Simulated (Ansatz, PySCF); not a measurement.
This Ansatz (a first-principles code) input computes a CAM-B3LYP/def2-TZVPD energy:

Ansatz 0.2 input:
```yaml
crystal:
  periodic: [false, false, false]
  atoms:
    - {symbol: C, position_ang: [-0.00000000, -0.00000000, -0.51434260]}
    - {symbol: O, position_ang: [0.00000000, 0.00000000, 0.58709749]}
    - {symbol: H, position_ang: [-0.00000000, -0.00000000, -1.61072432]}
basis:
  gaussian:
    orbitals: def2-TZVPD
hamiltonian:
  xc: {name: CAM-B3LYP}
total_charge: 1
output: {forces: true}
```

**Question.** Write an input for the same energy in PySCF and say what it gives.

**Answer.** 
```python
from pyscf import gto, scf, dft

mol = gto.M(
    atom='''
    C    -0.00000000   -0.00000000   -0.51434260
    O     0.00000000    0.00000000    0.58709749
    H    -0.00000000   -0.00000000   -1.61072432
    ''',
    basis='def2-tzvpd',
    charge=1,
    spin=0,
    verbose=4,
)

mf = dft.RKS(mol, xc='camb3lyp').density_fit(auxbasis='def2-universal-jkfit')
mf.grids.level = 3
mf.conv_tol = 1e-9
mf.max_cycle = 100
mf.max_memory = 1500
mf.kernel()
if not mf.converged:
    mf = mf.newton()
    mf.kernel(mf.make_rdm1())
mf.analyze()
```
It gives -113.54966 Eh, and Ansatz -113.54965 Eh, a difference of 0.01 mEh.

It need not be the lowest isomer of its formula.
